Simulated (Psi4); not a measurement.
CS₂, triplet, at a GFN2-xTB geometry (a higher spin typed on purpose: for a closed-shell molecule this is an excited state); BP86/def2-SVP in Psi4 1.11.

The Psi4 input:
```
memory 2 GB

molecule mol {
0 3
S    -1.458793    0.087197    0.139066
C    -0.017193   -0.124188   -0.584844
S     1.465240   -0.040627    0.080250
}

set {
  basis def2-svp
  reference uks
}

energy('bp86')
print_variables()
```

Predict the main parts of the log of this Psi4 run.


```
   => Loading Basis Set <=

    Name: DEF2-SVP
    Role: ORBITAL
    Keyword: BASIS

         ---------------------------------------------------------
                                   SCF
               by Justin Turney, Rob Parrish, Andy Simmonett
                          and Daniel G. A. Smith
                              UKS Reference
         ---------------------------------------------------------

  ==> Geometry <==

    Molecular point group: cs
    Full point group: Cs

    Geometry (in Angstrom), charge = 0, multiplicity = 3:

       Center              X                  Y                   Z               Mass
    ------------   -----------------  -----------------  -----------------  -----------------
         S           -0.154289997987     1.459874112961     0.000000000000    31.972071174400
         C            0.597800834866     0.017203240772     0.000000000000    12.000000000000
         S           -0.070081140788    -1.466330963634     0.000000000000    31.972071174400

  Running in cs symmetry.

  Rotational constants: A =      3.30711  B =      0.12305  C =      0.11864 [cm^-1]
  Rotational constants: A =  99144.78899  B =   3688.98930  C =   3556.65300 [MHz]
  Nuclear repulsion =  108.725776334716173

  Charge       = 0
  Multiplicity = 3
  Electrons    = 38
  Nalpha       = 20
  Nbeta        = 18

  ==> Algorithm <==

  SCF Algorithm Type is DF.
  DIIS enabled.
  MOM disabled.
  Fractional occupation disabled.
  Guess Type is SAD.
  Energy threshold   = 1.00e-06
  Density threshold  = 1.00e-06
  Integral threshold = 1.00e-12

  ==> Primary Basis <==

  Basis Set: DEF2-SVP
    Blend: DEF2-SVP
    Number of shells: 22
    Number of basis functions: 50
    Number of Cartesian functions: 53
    Spherical Harmonics?: true
    Max angular momentum: 2

  ==> DFT Potential <==

   => LibXC <=

    Version 7.1.2
    S. Lehtola, C. Steigemann, M. J. T. Oliveira, and M. A. L. Marques,  SoftwareX 7, 1–5 (2018) (10.1016/j.softx.2017.11.002)

   => Composite Functional: BP86 <=

    BP86 GGA Exchange-Correlation Functional

    A. D. Becke, Phys. Rev. A, 38, 3098-3100, 1988
    J. P. Perdew, Phys. Rev. B, 33, 8822, 1986

    Deriv               =              1
    GGA                 =           TRUE
    Meta                =          FALSE

    Exchange Hybrid     =          FALSE
    MP2 Hybrid          =          FALSE

   => Exchange Functionals <=

    1.0000     XC_GGA_X_B88

   => Correlation Functionals <=

[...]
      Ntotal   =   38.0000061695 ; deviation = 6.169e-06

   @Spin Contamination Metric:   2.581699092E-03
   @S^2 Expected:                2.000000000E+00
   @S^2 Observed:                2.002581699E+00
   @S   Expected:                1.000000000E+00
   @S   Observed:                1.000000000E+00

    Orbital Energies [Eh]
    ---------------------

    Alpha Occupied:

[...]
    Alpha Virtual:

[...]
    Beta Occupied:

[...]
    Beta Virtual:

[...]
    Final Occupation by Irrep:
             Ap   App
    DOCC [    14,    4 ]
    SOCC [     2,    0 ]
    NA   [    16,    4 ]
    NB   [    14,    4 ]

  @DF-UKS Final Energy:  -834.20154572745071

   => Energetics <=

    Nuclear Repulsion Energy =            108.7257763347161728
    One-Electron Energy =               -1366.1280881309735378
    Two-Electron Energy =                 479.9817114091068788
    DFT Exchange-Correlation Energy =     -56.7809453403001498
    Empirical Dispersion Energy =           0.0000000000000000
    VV10 Nonlocal Energy =                  0.0000000000000000
    Total Energy =                       -834.2015457274507071

  UHF NO Occupations:
  HONO-2 :   14 Ap 1.9995479
  HONO-1 :   15 Ap 1.0000000
  HONO-0 :   16 Ap 1.0000000
  LUNO+0 :   17 Ap 0.0004521
  LUNO+1 :   18 Ap 0.0003718
  LUNO+2 :   19 Ap 0.0003474
  LUNO+3 :    5App 0.0000570

Computation Completed

Properties will be evaluated at   0.000000,   0.000000,   0.000000 [a0]

Properties computed using the SCF density matrix

 Multipole Moments:

 ------------------------------------------------------------------------------------
     Multipole            Electronic (a.u.)      Nuclear  (a.u.)        Total (a.u.)
 ------------------------------------------------------------------------------------

 L = 1.  Multiply by 2.5417464519 to convert [e a0] to [Debye]
 Dipole X            :         -0.2482355           -0.0059209           -0.2541564
 Dipole Y            :         -0.0070967           -0.0001704           -0.0072671
 Dipole Z            :          0.0000000            0.0000000            0.0000000
 Magnitude           :                                                    0.2542603

 ------------------------------------------------------------------------------------

  Variable Map:
  ----------------------------------------------------------------------------
[...]
  Array Variable Map:
  ----------------------------------------------------------------------------
[...]
[...]
```
